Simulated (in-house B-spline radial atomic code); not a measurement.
Results of a calculation; reference values are marked as such.
# Building a PAW s channel for C, r_c = 1.49 bohr

C, [He] 2s2 2p2, non-relativistic PBE, spherical and spin-unpolarised, from an all-electron radial atomic-structure program (B-spline basis) (atomic units; all potentials screened as in the neutral atom).

Two all-electron partial waves φ1, φ2 are integrated outwards at E1 = ε(2s) = -0.504901 and E2 = E1 + 0.5 hartree; φ1 is the bound orbital and φ2 has unit norm inside r_c = 1.4943 bohr. Smooth partners are polynomials, r^1(a0 + a1 r² + a2 r⁴ + a3 r⁶), matched to φ and three derivatives at r_c, with no condition on the norm. The local potential is -4.69359 + (4.27717) r² + (-1.78564) r⁴ + (0.285968) r⁶ inside 1.2235 bohr and the all-electron one outside.

```
wave     φ(r_c)     φ'(r_c)        a0          a1          a2            a3
   1  0.7772697  -0.2718165  1.134741  -0.3888801  0.05794839  -0.003158537
   2  0.8126438   -1.210599  1.892886  -0.8532704   0.1285028  -0.007584817
```

Inside r_c the overlaps are <φi φj> = [[0.52497, 0.72007], [0.72007, 1.00000]] and, for the smooth waves, [[0.61232, 0.86199], [0.86199, 1.23048]]. With χj = (Ej − T − V_local) applied to smooth wave j, the program's quadrature gives the matrix B_ij = <smooth i, χj> as [[0.49347, 0.83813], [0.76717, 1.30483]].

Task: Check the match of the first wave, and find the augmentation charges q_ij.

Result: At r_c the four terms are 1.69564, -1.29756, 0.43175, -0.05255, which sum to 0.7773, φ1(r_c) to rounding. q_ij is the all-electron overlap less the smooth one: [[-0.08735, -0.14192], [-0.14192, -0.23048]]. The smooth first wave has a norm of 0.6123 inside r_c against 0.5250, so q11 is negative and must stay small enough for the overlap operator to be positive.

Task: B isn't symmetric. Show that D_ij = B_ij + Ej q_ij is.

Result: Integrating by parts gives B12 − B21 = (E1 − E2) q12: 0.83813 − (0.76717) = 0.07096, and −0.5 × (-0.14192) = 0.07096. So D12 = 0.83813 + (-0.004901)(-0.14192) = 0.83882 and D21 = 0.76717 + (-0.504901)(-0.14192) = 0.83882; D11 = 0.53757, D22 = 1.30596. The projectors, p = (B⁻¹)ᵀ χ, are dual to the smooth waves; det B = 0.00091, small beside B11 B22, as the two smooth waves look alike inside r_c.

Solving (T + V_local + Σ p D p) ψ = E (1 + Σ p q p) ψ in a sphere of 9 bohr gives these levels:

| all-electron | one projector | two projectors |
| --- | --- | --- |
| -0.504900 | -0.504900 | -0.504900 |
| 0.029238 | 0.028884 | 0.029238 |
| 0.297370 | 0.295812 | 0.297369 |
| 0.717937 | 0.712416 | 0.717931 |
| 1.281000 | 1.265010 | 1.280940 |

Task: What does the second projector gain?

Result: With one projector the errors are 0.00, -0.35, -1.56, -5.52, -15.99 millihartree. With two the errors are 0.00, 0.00, 0.00, -0.01, -0.06 millihartree. The scattering is exact at E1 and at E2 = -0.005, and over all levels compared the largest error is 0.06 millihartree. The lowest eigenvalue of the overlap operator is 0.715 with one and 0.383 with two projectors. The smooth orbital alone needs a cutoff of 4.15 hartree for 1 millihartree of kinetic energy, against 13.9 for a norm-conserving Troullier-Martins orbital of the same radius; part of the gain comes from giving up the norm, part from the simpler form.
